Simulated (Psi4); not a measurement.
A dimer, C2H6O ··· CHN (SMILES COC and C#N); the first 9 atoms form monomer A.

```
12

C      1.1521    -0.0275    -0.2170
O      0.1679     0.4805     0.6544
C     -1.1334     0.0809     0.2898
H      2.1180     0.3291     0.1374
H      1.1556    -1.1258    -0.2223
H      0.9967     0.3228    -1.2463
H     -1.3959     0.4366    -0.7156
H     -1.2378    -1.0123     0.3080
H     -1.8232     0.5156     1.0116
C     -2.5358     0.1508    -4.2457
N     -3.6463     0.1293    -3.9626
H     -1.5024     0.1708    -4.5092
```

Question: What interaction energy does SAPT0/jun-cc-pVDZ, frozen core run with Psi4 give, and which attractive term is the largest?

Answer: Total -0.04 kcal/mol: electrostatics 0.14, exchange 0.07, induction -0.03, dispersion -0.21. The most attractive term is dispersion.
